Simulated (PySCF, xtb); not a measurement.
C5H9N, SMILES C=CC1(N)CC1.

The structure is a stationary point at PBE0-D3(BJ)/def2-SVP. One conformer was computed; it need not be the lowest.

Method: IEF-PCM-M06-2X/def2-SVP in PySCF 2.14.0.

The values are the electrostatic part of the solvation free energy, E(continuum) − E(gas) at the gas-phase geometry, in a cavity of scaled van der Waals radii (PySCF's table); cavitation and dispersion terms are not included. In vacuum the orbital gap is 9.18 eV. The dipole moment in vacuum is 1.57 D.

| solvent | ε | ΔG(elec) (kcal/mol) | dipole (D) | gap (eV) |
|---|---|---|---|---|
| water | 78.36 | ___ | ___ | ___ |
| chlorobenzene | 5.70 | -3.9 | 1.99 | 9.10 |
| dichloromethane | 8.93 | -4.4 | 2.05 | 9.09 |

Problem. Complete the blanks. (The exact figures need the calculation; the answer reports its results.)

Solution. 
- water, ΔG(elec) (kcal/mol): -5.3
- water, dipole (D): 2.17
- water, gap (eV): 9.07

For comparison, GFN2-xTB/ALPB(water) (xtb, at the GFN2-xTB geometry, all terms of that model) gives -2.4 kcal/mol.
